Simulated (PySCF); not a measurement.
## [GeH5]-: 4 charge schemes on one density

Species: [GeH5]- (charge -1).
Cartesian coordinates in Å at the PBE0-D3(BJ)/def2-SVP level; atoms count from 1:
```
atom  x, y, z in Å
Ge1   -0.0001    0.0000    0.0000
H2    -0.0224   -0.0092    1.7190
H3     0.0216    0.0091   -1.7190
H4     1.5936    0.0128    0.0206
H5    -0.8075    1.3744   -0.0031
H6    -0.7853   -1.3871   -0.0174
```

Density: PBE0/pcSseg-1 (pcSseg-2 on Ge) (PySCF); schemes: Mulliken, IAO, Hirshfeld and ESP-fitted. Isolated species at its PBE0-D3(BJ)/def2-SVP geometry, gas phase. The calculation is non-relativistic, for germanium too. The pcSseg-1 basis has no diffuse functions, a weakness for an anion. The HOMO energy is positive at this level (+0.36 eV), so the outermost electrons may be held by the finite basis alone.

Task: Give the atomic charges in each scheme.

Result: In e:

```
atom              environment  Mulliken     IAO  Hirshfeld  ESP-fitted
 Ge1  germanium bonded to 5 H    +0.035  +0.205     +0.036      +0.537
  H2          hydrogen on Ge1    -0.304  -0.340     -0.279      -0.442
  H3          hydrogen on Ge1    -0.304  -0.340     -0.279      -0.442
  H4          hydrogen on Ge1    -0.142  -0.175     -0.160      -0.218
  H5          hydrogen on Ge1    -0.142  -0.175     -0.160      -0.217
  H6          hydrogen on Ge1    -0.142  -0.175     -0.160      -0.217
```

Mean size of the charges over all atoms: ESP-fitted 0.346 e, IAO 0.235 e, Hirshfeld 0.179 e, Mulliken 0.178 e. Each set sums to the total charge, -1, to within 0.001 e. The Hirshfeld scheme divides the density at each point in proportion to the densities of the neutral, spherically averaged free atoms.

Lowest charge. All schemes agree: Mulliken H2 and H3 (-0.304); IAO H2 and H3 (-0.340); Hirshfeld H2 and H3 (-0.279); ESP-fitted H2 and H3 (-0.442).

Highest charge. All schemes agree: Mulliken Ge1 (+0.035); IAO Ge1 (+0.205); Hirshfeld Ge1 (+0.036); ESP-fitted Ge1 (+0.537).

Task: Sum the charges by element, for elements with more than one atom.

Result: 
```json
{"element": "H", "atoms": "5", "Mulliken": "-1.034", "IAO": "-1.205", "Hirshfeld": "-1.036", "ESP-fitted": "-1.537"}
```

Task: How many electrons does the IAO scheme count on Ge1?

Result: Z − q = 32 − (+0.205) = 31.795.
